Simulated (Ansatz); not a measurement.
F2Mg (SMILES [F][Mg][F]) moved off its minimum; all values from Ansatz (an electronic-structure program), cores frozen in correlated methods.
(charge 0, multiplicity 1)
```xyz
3

Mg    -0.13658    -0.01845     0.06006
F     -0.08513    -0.00255     1.79088
F      0.12634     0.04123    -1.79506
```

Forces at HF/def2-TZVPP (eV/Å):

| atom | Fx | Fy | Fz |
|---|---|---|---|
| Mg1 | 0.547 | 0.127 | -2.221 |
| F2 | -0.112 | -0.027 | -0.144 |
| F3 | -0.435 | -0.100 | 2.365 |

Give the forces (eV/Å), the total energy and the dipole at CCSD(T)/def2-TZVPPD.


| atom | Fx | Fy | Fz |
|---|---|---|---|
| Mg1 | 0.436 | 0.101 | -2.341 |
| F2 | -0.087 | -0.020 | 0.556 |
| F3 | -0.350 | -0.081 | 1.786 |
Energy -399.2710 hartree, dipole 1.24 D.
